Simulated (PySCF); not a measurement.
Molfile (atoms numbered from 1):
```
C6H6F2
     RDKit          3D

 14 13  0  0  0  0  0  0  0  0999 V2000
    1.0149    2.9279    0.2620 C   0  0  0  0  0  0  0  0  0  0  0  0
    0.9566    1.6254   -0.0577 C   0  0  0  0  0  0  0  0  0  0  0  0
    0.0144    0.6808    0.5011 C   0  0  0  0  0  0  0  0  0  0  0  0
   -0.0275   -0.6257    0.1587 C   0  0  0  0  0  0  0  0  0  0  0  0
   -0.9658   -1.5790    0.6988 C   0  0  0  0  0  0  0  0  0  0  0  0
   -0.9951   -2.8659    0.3387 C   0  0  0  0  0  0  0  0  0  0  0  0
   -0.1842   -3.4170   -0.5316 F   0  0  0  0  0  0  0  0  0  0  0  0
   -1.8409   -3.7485    0.8039 F   0  0  0  0  0  0  0  0  0  0  0  0
    0.3273    3.3645    0.9928 H   0  0  0  0  0  0  0  0  0  0  0  0
    1.7480    3.5957   -0.1957 H   0  0  0  0  0  0  0  0  0  0  0  0
    1.6627    1.2253   -0.7957 H   0  0  0  0  0  0  0  0  0  0  0  0
   -0.7001    1.0640    1.2398 H   0  0  0  0  0  0  0  0  0  0  0  0
    0.6894   -0.9996   -0.5804 H   0  0  0  0  0  0  0  0  0  0  0  0
   -1.7062   -1.2640    1.4369 H   0  0  0  0  0  0  0  0  0  0  0  0
  1  2  2  0
  2  3  1  0
  3  4  2  0
  4  5  1  0
  5  6  2  0
  6  7  1  0
  6  8  1  0
  1  9  1  0
  1 10  1  0
  2 11  1  0
  3 12  1  0
  4 13  1  0
  5 14  1  0
M  END
```

Relativity neglected, isolated molecule, a single conformation. PBE0-D3(BJ)/def2-SVP structure; NMR shieldings at B3LYP/pcSseg-1/GIAO; J couplings at B3LYP/pcJ-1 (spin–dipole term only in couplings to heteroatoms); PySCF 2.14.0 with density-fitted response routines.

Shifts are taken against calculated references (same method and geometry level): $^{1}$H (σ = 31.38 ppm) vs TMS.

The spectrum was simulated from the full spin Hamiltonian at 300 MHz with 0.8 Hz Lorentzian lines, from shifts rounded to 0.01 ppm and J to 0.1 Hz, couplings under 1 Hz left out.

(1) List the maxima of its $^{1}$H spectrum with integrals.

(2) Summarise it as multiplets with assignments.

Answers

(1) 
```tsv
region	integral (H)	ppm	Hz	height
1	1	6.421	1926.4	31
1		6.383	1915.0	63
1		6.382	1914.6	62
1		6.361	1908.4	33
1		6.344	1903.1	41
1		6.323	1897.0	65
1		6.322	1896.5	65
1		6.286	1885.7	31
1		6.284	1885.1	44
2	2	6.190	1856.9	15
2		6.188	1856.3	18
2		6.184	1855.2	18
2		6.181	1854.2	17
2		6.178	1853.2	8
2		6.150	1845.0	13
2		6.147	1844.1	17
2		6.143	1843.0	17
2		6.136	1840.7	45
2		6.133	1840.0	47
2		6.129	1838.8	49
2		6.126	1837.9	44
2		6.096	1828.9	51
2		6.093	1827.8	64
2		6.091	1827.2	63
2		6.086	1825.8	48
2		6.082	1824.7	48
2		6.077	1823.2	68
2		6.074	1822.3	75
2		6.071	1821.4	48
2		6.041	1812.4	50
2		6.039	1811.7	49
2		6.028	1808.4	14
2		6.024	1807.2	19
2		6.020	1806.1	19
2		6.017	1805.1	12
2		5.990	1797.1	12
2		5.987	1796.0	18
2		5.983	1795.0	17
3	2	5.341	1602.5	89
3		5.339	1601.7	96
3		5.337	1601.1	100
3		5.284	1585.2	43
3		5.281	1584.4	82
3		5.280	1583.9	78
3		5.277	1583.1	89
3		5.274	1582.2	47
3		5.254	1576.1	50
3		5.251	1575.2	91
3		5.247	1574.1	90
3		5.216	1564.9	44
3		5.213	1563.8	89
3		5.209	1562.6	89
3		5.205	1561.5	40
4	1	4.883	1464.8	69
4		4.842	1452.5	64
4		4.818	1445.3	63
4		4.816	1444.7	46
4		4.777	1433.0	58
```

(2) $^{1}$H NMR (300 MHz, computed): δ 6.35 (m, 1H, H11), 6.13 (m, 1H, H13), 6.04 (m, 1H, H12), 5.31 (dq, J = 18.1, 1.2 Hz, 1H, H9), 5.23 (dq, J = 11.5, 1.3 Hz, 1H, H10), 4.83 (m, 1H, H14). These are first-order names; overlap and second-order distortion can hide them in the list.

Splittings below 1 Hz are ignored in the labels, and close J values are merged. Unscaled 3J(H,H) at this level run about 10 % above measured values.
